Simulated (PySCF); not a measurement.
Basis and Hamiltonian dependence of the ionisation energy of Hg

Hg [Xe] 4f14 5d10 6s2 (1S) → Hg⁺ [Xe] 4f14 5d10 6s1 (2S). All values are computed (PySCF 2.14, energy differences of UHF-based or UKS calculations, no spin-orbit coupling). Values in eV.

| basis | Hamiltonian | functions | UHF | PBE | PBE0 | MP2 (valence) | CCSD(T) (valence) | CCSD(T) (valence and next inner shell) |
| --- | --- | --- | --- | --- | --- | --- | --- | --- |
| def2-SVP with the def2 core potential (60 electrons) | ECP | 32 | 8.510 | n/a | 10.165 | 10.046 | 9.916 | n/a |
| cc-pVDZ-PP with ECP60MDF | ECP | 38 | 8.576 | n/a | 10.250 | 10.122 | 10.027 | n/a |
| def2-TZVP with the def2 core potential (60 electrons) | ECP | 43 | 8.500 | n/a | n/a | 10.153 | 10.043 | n/a |
| aug-cc-pVDZ-PP with ECP60MDF | ECP | 54 | 8.541 | 10.514 | 10.216 | 10.365 | 10.212 | n/a |
| def2-TZVPPD with the def2 core potential (60 electrons) | ECP | 62 | 8.500 | 10.444 | 10.148 | 10.296 | 10.141 | 10.232 |
| aug-cc-pwCVDZ-PP with ECP60MDF | ECP | 70 | 8.492 | 10.444 | 10.145 | 10.313 | 10.154 | 10.260 |
| ANO-RCC-VTZP | spin-free X2C | 84 | 8.499 | 10.482 | 10.168 | 10.349 | 10.215 | 10.293 |
| aug-cc-pVTZ-PP with ECP60MDF | ECP | 88 | 8.504 | 10.453 | 10.154 | 10.426 | 10.265 | n/a |
| def2-QZVPPD with the def2 core potential (60 electrons) | ECP | 88 | 8.496 | 10.445 | 10.147 | 10.388 | 10.224 | 10.318 |
| x2c-TZVPPall | spin-free X2C | 97 | 8.521 | 10.495 | 10.190 | 10.300 | 10.172 | 10.240 |
| x2c-TZVPPall with one added diffuse shell each of s, p, d, f type | spin-free X2C | 113 | 8.517 | 10.490 | 10.185 | 10.366 | 10.229 | 10.300 |
| aug-cc-pVTZ-PP with one added diffuse shell each of s, p, d, f, g type with ECP60MDF | ECP | 113 | 8.501 | 10.450 | 10.152 | 10.440 | n/a | n/a |
| aug-cc-pwCVTZ-PP with ECP60MDF | ECP | 122 | 8.486 | 10.442 | 10.141 | 10.412 | 10.252 | n/a |

Frozen in the all-electron rows: valence: [Xe] 4f14; valence and next inner shell: [Kr] 4d10 4f14; with a core potential, the same shells as far as they lie outside it.

Reference for a calculation without spin-orbit coupling: 10.438 eV (measured, between term centres; NIST).
